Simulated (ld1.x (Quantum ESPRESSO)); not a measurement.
## Fe, TM: configuration errors across variants

ld1.x (Quantum ESPRESSO) 7.5 input, shortened:

```
&input
   title='Fe', zed=26., rel=1, dft='PBESOL', iswitch=3,
   config='[Ar] 3d6 4s1 4p1 4f-2'
 /
 &inputp
   pseudotype=2, tm=.true., lloc=1,
   nlcc=.false.
 /
4
4S  1  0   1.00   0.00  2.05  2.05  0.0
3D  3  2   6.00   0.00  1.40  1.40  0.0
4F  4  3  -2.00  -0.05  2.50  2.50  0.0
4P  2  1   1.00   0.00  2.65  2.65  0.0
 &test
   configts(1)='3d6 4s1 4p1'
 /
```

All-electron excitation energies from the reference (eV): (1) 3d6 4s2 4p0 -4.134; (2) 3d6 4s1 4p0 4.610; (3) 3d6 4s0 4p0 20.726; (4) 3d4 4s0 4p0 107.963; (5) 3d6 4s0 4p2 4.355; (6) 3d5 4s2 4p1 4.642; (7) 3d7 4s0 4p0 2.458.

3 further variants failed, have other tests or another functional or relativity, and are left out.

A true bound ghost makes a file unfit for plane-wave use even where its test errors are small: the radial tests pick states by their node count and pass the ghost by.

Errors AE − PS in meV (a dash: test not solved or not reliable):

```tsv
change	(1)	(2)	(3)	(4)	(5)	(6)	(7)	bound ghosts
base	-7.7	-9.5	+14	-1592	+1.1	-595	-374	s
wave 4p (bound): rc 2.65 bohr becomes 4p (bound): rc 3.86 bohr	+2.9	-5.6	+1.6	-1725	+6.7	-464	-372	s
wave 4s (bound): rc 2.05 bohr becomes 4s (bound): rc 1.28 bohr	+6.1	-2.4	+110	-1864	+74	-246	-196	s
all radii scaled by about 0.73 (s 1.48, p 1.92, d 1.02, f 1.82 bohr)	+2.9	-3.0	+31	-2336	+3.7	-312	-330	s
type ultrasoft; waves now 4s (bound): rcut 1.80, rcutus 2.05 bohr; 4s channel at 0.65 Ry: rcut 1.80, rcutus 2.05 bohr; 4p (bound): rcut 2.30, rcutus 2.65 bohr; 4p channel at 1.55 Ry: rcut 2.30, rcutus 2.65 bohr; 3d (bound): rcut 1.20, rcutus 1.40 bohr; 3d channel at 1.1 Ry: rcut 1.20, rcutus 1.40 bohr; 4f channel at -0.05 Ry: rcut 2.15, rcutus 2.50 bohr; 4f channel at 0.8 Ry: rcut 2.15, rcutus 2.50 bohr; local potential all-electron potential smoothed inside 2.60 bohr (lloc = -1); augmentation PSQ, inside the norm-conserving radii	+5.5	-1.6	+40	-897	+6.9	-91	-77	none
local potential the s channel	+1.1	-2.6	+17	-1392	+1.4	-384	-338	none
wave 4f channel at -0.05 Ry: rc 2.50 bohr becomes 4f channel at -0.05 Ry: rc 2.38 bohr	-7.7	-9.5	+14	-1592	+1.1	-595	-374	s
wave 4f channel at -0.05 Ry: rc 2.50 bohr becomes 4f channel at 0.34 Ry: rc 2.50 bohr	-7.7	-9.5	+14	-1592	+1.1	-595	-374	s
wave 3d (bound): rc 1.40 bohr becomes 3d (bound): rc 1.76 bohr	-7.0	-9.1	+21	-1042	+1.8	-472	-300	s
```

**Question.** Give the same row for: core correction a·sin(br)/r model core inside 1.30 bohr.

**Answer.** -11, -9.6, -34, -2261, -3.0, -663, -413; bound ghosts: s.
